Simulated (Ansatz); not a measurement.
C4H7BO3, SMILES `C[B-]1(O)OC=CC=[O+]1`. The species carries charge 0 and has multiplicity 1. Geometry: relaxed with PBE0-D4/def2-TZVP. It is one conformer, not always the lowest.

```xyz
15

C     0.431   -0.994   -1.825
B    -0.304   -0.185   -0.674
O    -1.633    0.247   -0.868
O    -0.304   -1.033    0.630
C    -0.207   -0.491    1.771
C     0.171    0.826    1.972
C     0.584    1.533    0.856
O     0.523    1.085   -0.328
H    -0.104   -1.920   -2.059
H     0.490   -0.403   -2.745
H     1.453   -1.270   -1.551
H    -1.978   -0.012   -1.721
H    -0.405   -1.149    2.620
H     0.252    1.243    2.964
H     1.030    2.524    0.959
```

Problem. What is the dipole moment at ωB97M-V/def2-TZVPP? (An estimate is asked.)

Solution. Ansatz gave: 2.84 D, with components (0.96, 0.77, 2.56) D in this frame, pointing from negative to positive charge.

Problem. And with PBE, r2SCAN, B3LYP? (An estimate is asked.)

Solution. The calculation gave: PBE 2.46 D, r2SCAN 2.59 D, B3LYP 2.78 D.

Problem. Give the Mulliken charges with ωB97M-V, B3LYP, PBE in def2-TZVPP. (Estimate.)

Solution. The calculation gave: 
```tsv
atom	ωB97M-V	B3LYP	PBE
C1	-0.43	-0.37	-0.40
B2	0.21	0.30	0.18
O3	-0.33	-0.35	-0.30
O4	-0.25	-0.26	-0.19
C5	0.20	0.18	0.16
C6	-0.23	-0.23	-0.20
C7	0.20	0.18	0.16
O8	-0.25	-0.26	-0.19
H9	0.11	0.09	0.09
H10	0.11	0.09	0.09
H11	0.10	0.08	0.09
H12	0.17	0.17	0.18
H13	0.13	0.13	0.11
H14	0.12	0.13	0.11
H15	0.13	0.13	0.11
```

B3LYP here is the variant with VWN-RPA as its local correlation; programs differ in this.
